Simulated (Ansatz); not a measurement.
Energy needed to pull apart SiH₄SeO (SMILES O[Se][SiH3]), closed shell, into free ground-state atoms, from the structure below (displaced at random from a GFN2-xTB minimum); no zero-point or spin–orbit terms; open-shell atoms are treated unrestricted, in their ground-state multiplicity.

```
atom    x (Å)    y (Å)    z (Å)
  O1  -1.5875  -0.8728  -0.2436
 Se2  -0.1659  -1.2458   0.7481
 Si3   0.8923   0.6710  -0.0300
  H4  -2.3525  -1.6215  -0.0892
  H5   0.9308   0.5538  -1.5318
  H6   0.1485   1.9504   0.4507
  H7   2.1641   0.5823   0.5669
```

Program: Ansatz 0.2.0. Basis: def2-TZVPP. Cores are frozen in the correlated methods. Filled d shells of the heavier atoms are correlated. The def2 sets are not built for correlating such inner shells, so the correlated values are less sure here.

```tsv
method	atomization energy (kcal/mol)
PBE-D4	468.5
r2SCAN-D4	463.5
PBE0-D4	455.9
CAM-B3LYP-D4	462.6
LC-wPBE	452.5
wB97M-V	?
HF	304.9
MP2	452.6
CCSD	?
CCSD(T)	449.2
```

Question: What does wB97M-V give? (To be estimated.)

Answer: The calculation gives: 462.5 kcal/mol, which is about 13.3 kcal/mol more than CCSD(T)/def2-TZVPP.

Question: What does CCSD give? (To be estimated.)

Answer: The calculation gives: 440.8 kcal/mol, which is about 8.4 kcal/mol less than CCSD(T)/def2-TZVPP.

In triple zeta the MP2 and coupled-cluster atomization energies are still short of their basis limit by a few kcal/mol a bond, whereas those of the functionals are nearly converged, so these differences are not deviations from converged CCSD(T).

No T1 diagnostic of these runs exceeds 0.012.

For scale, one of the runs: CCSD(T)/def2-TZVPP forces, 177 basis functions (an equivalent command: `ansatz run in.yaml --threads 4`). Time: 3.7 min of wall clock on 4 CPU threads; the host was shared. Peak host memory: 3 GiB.
